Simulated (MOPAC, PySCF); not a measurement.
CH6Si3, SMILES `C[Si]1=[SiH][SiH2]1`, neutral singlet in the gas phase. 

Cartesian coordinates (Å):
SMILES: [SiH2]1[SiH]=[Si]1C
```xyz
10

C      2.0898    -0.3704    -0.1242
Si     0.2796     0.1022    -0.1193
Si    -1.2952     1.3763    -0.6965
Si    -1.8230    -0.4221     0.6116
H      2.6605     0.3449    -0.7179
H      2.2138    -1.3683    -0.5496
H      2.4766    -0.3773     0.8968
H     -1.7925     2.5788    -1.4198
H     -2.2292    -0.2710     2.0404
H     -2.5803    -1.5932     0.0783
```
Charge 0, multiplicity 1.

All levels are single points at this geometry (PBE0-D3(BJ)/def2-TZVP); Pople sets use spherical d functions. Orbital energies aren't observables, and empty levels follow the basis.

```tsv
level	HOMO (eV)	LUMO (eV)	gap (eV)	dipole (D)	vertical IE, Delta-SCF (eV)
PBE0-D3(BJ)/def2-TZVP in PySCF	-5.85	-1.34	4.52	1.91	7.59
ωB97X-D3(BJ)/def2-TZVP in PySCF	-7.88	0.57	8.44	1.89	7.64
B3LYP/LANL2DZ in PySCF	-5.75	-1.52	4.24	1.82	–
HF/6-31G* in PySCF	-7.36	1.71	9.07	1.82	6.55
HF/STO-3G in PySCF	-3.21	7.30	10.50	0.75	–
PM6 in MOPAC	-7.12	-1.08	6.04	0.89	–
```
